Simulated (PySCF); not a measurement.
- PBE0/pcSseg-1 with gauge-including orbitals
- GFN2-xTB geometry
- run in PySCF 2.14.0 with density-fitted response routines
- one computed conformer, equivalent nuclei averaged, no relativistic terms, in vacuum

Referencing at the same level of theory: ¹H, ¹³C vs TMS. Shifts are as computed. Against solution values, carbons near 30 ppm lie about +3 ppm off and those near 130 ppm about +5 ppm; carbons on Cl a further +6 ppm. Of 1211 compounds with measured shifts, 218 miss one by over three times the rms of a fit or turn the order of signals round; such compounds aren't used in these exercises. Carbons bonded to Cl come out too deshielded.

(1) Order these molecules by the shift of their most shielded carbon, lowest δ first.
A. Clc1cpc(Cl)cp1
B. C[SiH2]c1ccc([SiH3])cc1F
C. FC(F)[C@H]1CCO[SiH2]O1

(2) Order these molecules by the shift of their most deshielded carbon-bound hydrogen, lowest δ first.
A. Clc1cpc(Cl)cp1
B. C[SiH2]c1ccc([SiH3])cc1F
C. FC(F)[C@H]1CCO[SiH2]O1
D. C[SiH2]c1ccc(Cl)cn1

(3) How many ¹³C and ¹H signals does each give (equivalence by symmetry and fast rotation, but not about amide C–N or C=N bonds)? `FC(F)[C@H]1CCO[SiH2]O1`, `C[SiH2]c1ccc(Cl)cn1`, `Clc1cpc(Cl)cp1`, `C[SiH2]c1ccc([SiH3])cc1F`

Answers

(1) B (-9.6 ppm, methyl carbon bonded to Si), C (31.8 ppm, sp3 CH2 in a ring), A (169.3 ppm, aromatic CH).

(2) C (6.44 ppm, hydrogen on an sp3 CH bonded to 2 F), B (7.60 ppm, hydrogen on an aromatic CH), D (8.97 ppm, hydrogen on an aromatic CH next to a ring nitrogen), A (9.50 ppm, hydrogen on an aromatic CH).

(3) FC(F)[C@H]1CCO[SiH2]O1: 4 C, 8 H; C[SiH2]c1ccc(Cl)cn1: 6 C, 5 H; Clc1cpc(Cl)cp1: 2 C, 1 H; C[SiH2]c1ccc([SiH3])cc1F: 7 C, 6 H.
